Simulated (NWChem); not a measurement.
A series in which one site is exchanged, each optimised at PBE0/def2-SVP with NWChem, gas phase unless a solvent is named. Some are not confirmed as minima by frequencies. def2 effective core potentials on I, Au; no spin-orbit coupling.

A: [NH3]->[AuH] (AuNH4; site = H)
B: [NH3]->[Au][I] (AuNH$_{3}$I; site = I)
C: [NH3]->[Au][Cl] (AuNH$_{3}$Cl; site = Cl)
D: [NH3]->[Au][F] (AuNH3F; site = F)

**Question.** Rank them by static polarisability, PBE/def2-SVPD (bohr³), lowest first.

**Answer.** D (45.6), A (51.3), C (61.3), B (87.0)
